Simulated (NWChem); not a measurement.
System: PbHSCl, singlet; SMILES [SH][Pb][Cl]

```xyz
4

Pb     0.5037    -0.0123     0.0012
Cl    -1.1030     1.9109    -0.0011
S     -1.2844    -1.8627     0.0019
H     -0.3283    -2.8385     0.0020
```
Atoms are numbered in this order, from 1.

Results from NWChem. Low-valent species are run as closed-shell singlets; no triplet was tried in these runs. Geometry: optimised at PBE-D3(BJ)/def2-SVP. def2 effective core potentials on Pb; no spin-orbit coupling. Level: PBE0/def2-SVPD; the question gives the wavelength of the field.

Problem. What does the run give for field static? Quantities: isotropic polarisability (bohr³); anisotropy (bohr³).

Solution. 
| Item | Value |
|---|---|
| isotropic polarisability (bohr³) | 85.0 |
| anisotropy (bohr³) | 44.8 |
